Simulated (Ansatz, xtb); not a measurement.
**Ranking isomers of C2OSi**

3 gas-phase structures of C2OSi, found in a search over its isomers (lower ones may exist). Each was relaxed with GFN2-xTB:

A. `[C]=C=[Si]=O`, a singlet
B. a triplet given by its coordinates
C. `O=C=C=[Si]`, a singlet

B (Å):

```
atom    x (Å)    y (Å)    z (Å)
   C  -2.7850  -2.1451   0.2398
   C  -2.0550  -1.3314   0.8949
   O  -3.3976  -2.7123  -0.5970
  Si  -1.4355  -1.1103   2.5754
```

Close contacts (Å): C1–C2 1.27, C1–O3 1.18, C2–Si4 1.80.

Problem. Make a reasoned guess at their ranking by r2SCAN-D4/def2-SVP single-point energy.

Solution. Calculated order at r2SCAN-D4/def2-SVP: C (0.0), B (257.5), A (286.5) kJ/mol.

Energies above the lowest of each column, in kJ/mol; the last columns are at PBE0-D3(BJ)/def2-SVP geometries (a dash: not run or not comparable):

```tsv
structure	GFN2-xTB	HF/STO-3G	r2SCAN-D4/def2-SVP	PBE0-D3(BJ)/def2-SVP	CCSD(T)/def2-TZVPP
C	0.0	0.0	0.0	0.0	0.0
B	–	104.8	257.5	not converged	–
A	51.9	360.9	286.5	295.0	220.9
```

Every level run on C puts it lowest or level with the lowest. Frequencies (PBE0-D3(BJ)/def2-SVP) were run for A, C alone. GFN2-xTB has no spin polarisation and isn't compared across spin states. Open shells are spin-unrestricted, some with notable spin contamination. Large T1 diagnostics make some coupled-cluster values less sure.

Programs: Ansatz 0.2.0, xtb 6.7.1.
